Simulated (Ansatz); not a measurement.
Correlation energies of C$_{2}$H$_{4}$ClNSi, SMILES `C=C1N[SiH]1Cl` by basis set

Z-matrix (Å, degrees):
```
Si
Cl 1 2.036
C 1 1.802 2 122.1
N 1 1.688 2 120.8 3 -56.3
H 1 1.473 2 107.5 3 161.0
C 3 1.325 1 161.1 2 68.3
H 4 1.007 1 156.8 2 -45.3
H 6 1.081 3 120.2 1 9.6
H 6 1.085 3 121.8 1 -170.3
```

Charge 0, multiplicity 1. The geometry is a stationary point of PBE0-D4/def2-TZVP. Frozen core, restricted reference, the Gaussian-basis code of Ansatz. CBS rows extrapolate triple and quadruple zeta; past MP2 they add the triple-zeta difference.

| basis | HF (Eh) | MP2 corr. |
| --- | --- | --- |
| def2-SVP | -880.59503 | -0.64964 |
| def2-TZVPP | -881.01444 | -0.82512 |
| def2-QZVPP | -881.04248 | -0.88888 |

(1) Estimate the CCSD correlation energy and the (T) correction in each basis where they were run (hartree).

Answers

(1) 
```tsv
basis	CCSD corr.	(T)
def2-SVP	-0.69336	-0.02387
def2-TZVPP	-0.86382	-0.04105
CBS(def2)	-0.97482	as TZ
```
